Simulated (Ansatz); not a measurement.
A run for Ansatz (a quantum-chemistry and plane-wave program): R-CCSD(T)/cc-pV(Q+d)Z on BCl (SMILES [B]Cl). The basis file is the Basis Set Exchange's JSON of that set.

Ansatz 0.2 input:
```yaml
crystal:
  periodic: [false, false, false]
  atoms:
    - {symbol: B, position_ang: [-0.86079174, -0.00000000, 0.00000000]}
    - {symbol: Cl, position_ang: [0.86079174, 0.00000000, -0.00000000]}
basis:
  gaussian:
    orbitals: cc-pV_Q+d_Z.json
magnetization: {spin_polarized: false}
correlation: {method: ccsd_t, electrons: outside_noble_gas}
scf: {lower_state_search: off}
```

It printed:

```
WARN ansatz: RAYON_NUM_THREADS=4 ignored (pool sized by the plan → 4); use --threads N
Functional definition: HF
these checks for a lower state are left out or cut short: stability, starts, cluster_reference, orbital_swaps, neighbouring_geometries, increment
integrals: 0.18 GiB planned
735 factors; integrals over basis functions are off by at most 8.5e-4 eV
mean field: 0.20 GiB planned
mean field evaluation 1: about -13174.2295 eV, gradient 1.0e1 eV
mean field evaluation 2: about -13174.2297 eV, gradient 1.0e1 eV
mean field evaluation 4: about -13174.6849 eV, gradient 1.6e0 eV
mean field evaluation 8: about -13174.7050 eV, gradient 1.5e-4 eV
mean field -13174.70503630 eV, -484.1614799481 hartree, gradient 2.9e-6 eV, S^2 0.000000; 0 other end points of the search recorded, 0 dependent functions left out
6 core orbitals not correlated
reference -13174.70503630 eV, -484.1614799481 hartree; 5, 5 occupied and 108, 108 virtual orbitals, 735 factors
second order -7.72063146 eV of doubles, -0.00000000 eV of singles
coupled cluster: 0.38 GiB planned
cycle   1  -8.12894984 eV  change   -4.1e-1 eV  update   7.7e-2
cycle   2  -8.38865696 eV  change   -2.6e-1 eV  update   3.2e-2
cycle   3  -8.47150674 eV  change   -8.3e-2 eV  update   1.7e-2
cycle   4  -8.46197371 eV  change    9.5e-3 eV  update   4.6e-3
cycle   5  -8.46241691 eV  change   -4.4e-4 eV  update   1.3e-3
cycle   6  -8.46282827 eV  change   -4.1e-4 eV  update   4.2e-4
cycle   7  -8.46275319 eV  change    7.5e-5 eV  update   9.7e-5
cycle   8  -8.46280215 eV  change   -4.9e-5 eV  update   3.1e-5
cycle   9  -8.46280446 eV  change   -2.3e-6 eV  update   7.9e-6
perturbative correction -0.42812519 eV, -0.0157333107 hartree
Total energy: -13183.59596595 eV, -484.4882155864 hartree
Checks for a lower state left out: stability, starts, cluster_reference, orbital_swaps, neighbouring_geometries, increment
```

The calculation finished and met its thresholds.

Cost: roughly 3 core-seconds.
